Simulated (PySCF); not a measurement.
Molecular orbitals of AgO

r²SCAN at R = 2.003 Å; Ag x2c-TZVPPall, O x2c-TZVPPall; spin-free X2C with a Gaussian nucleus (PySCF 2.14). State: ²Π (doublet), unpaired electrons π ↑. Only the outer orbitals are listed, counted within each symmetry.

| spin | orbital | occ. | ε (eV) | on Ag (%) | main shells (%) |
| --- | --- | --- | --- | --- | --- |
| α | 11σ | 1 | -9.68 | 64 | 63 Ag d, 33 O p |
| α | 5π | 1 | -9.59 | 53 | 53 Ag d, 46 O p |
| α | 5π | 1 | -8.95 | 87 | 87 Ag d, 13 O p |
| α | 2δ | 1 | -8.57 | 100 | 100 Ag d |
| α | 2δ | 1 | -8.56 | 100 | 100 Ag d |
| α | 6π | 1 | -7.75 | 48 | 52 O p, 47 Ag d |
| α | 12σ | 1 | -6.57 | 52 | 47 O p, 32 Ag d, 19 Ag s |
| α | 6π | 1 | -6.19 | 16 | 84 O p, 13 Ag d |
| α | 13σ | 0 | -3.57 | 90 | 74 Ag s, 14 Ag p, 11 O p |
| α | 7π | 0 | -0.20 | 99 | 98 Ag p |
| α | 7π | 0 | -0.09 | 99 | 96 Ag p |
| β | 10σ | 1 | -21.02 | 5 | 94 O s |
| β | 11σ | 1 | -9.31 | 74 | 73 Ag d, 23 O p |
| β | 5π | 1 | -8.89 | 91 | 92 Ag d, 8 O p |
| β | 5π | 1 | -8.80 | 97 | 97 Ag d |
| β | 2δ | 1 | -8.56 | 100 | 100 Ag d |
| β | 2δ | 1 | -8.56 | 100 | 100 Ag d |
| β | 12σ | 1 | -6.14 | 53 | 47 O p, 32 Ag s, 19 Ag d |
| β | 6π | 1 | -5.52 | 13 | 87 O p, 9 Ag d |
| β | 6π | 0 | -3.63 | 15 | 85 O p, 11 Ag p |
| β | 13σ | 0 | -3.46 | 82 | 61 Ag s, 19 O p, 16 Ag p |
| β | 7π | 0 | -0.18 | 97 | 94 Ag p |

Problem. Which are the highest filled and the lowest empty level, where do they sit, and how wide is the gap?

Solution. Highest filled β 6π at -5.52 eV (in %: 87 O p, 9 Ag d); lowest empty β 6π at -3.63 eV (in %: 85 O p, 11 Ag p); the gap at r²SCAN is 1.89 eV. Both belong to one degenerate shell, split only by its one-sided filling, so this is no excitation gap.

```
bond order (Mayer)                              : 1.03
⟨S²⟩                                            : 0.777
charge on Ag (Mulliken, basis-dependent)        : 0.42
charge on Ag (Löwdin, basis-dependent)          : 0.26
dipole moment (positive dipole means Ag(−)O(+)) : -4.62 D
```

Spin–orbit coupling is left out. With d or f electrons several states lie close, and the lowest PBE0 determinant need not be the measured ground state.
